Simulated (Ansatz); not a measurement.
Program: Ansatz 0.2.0.

Basis-set series for `C[O][Al-]([CH3])([CH3])[SH2+]`. The species carries charge 0 and has multiplicity 1. The structure was optimised at the PBE0-D4/def2-TZVP level. It is one conformer, not always the lowest.

```
functional       basis  functions  energy (Eh)  HOMO (eV)  LUMO (eV)
   PBE0-D4    def2-SVP        147   -836.02333      -6.98       0.05
   PBE0-D4  def2-QZVPP        698   -836.50509      -7.12      -0.48
   ωB97M-V    def2-SVP        147   -836.34757      -9.26       1.96
   ωB97M-V  def2-QZVPP        698   -836.83792      -9.38       0.91
```

(1) Give the rows for def2-TZVPP. (An estimate is asked.)

Answers

(1) The calculation gave: 
```csv
functional,basis,functions,energy (Eh),HOMO (eV),LUMO (eV)
PBE0-D4,def2-TZVPP,362,-836.47341,-7.09,-0.39
ωB97M-V,def2-TZVPP,362,-836.80753,-9.36,1.44
```

Positive LUMOs are unbound and depend on the basis.
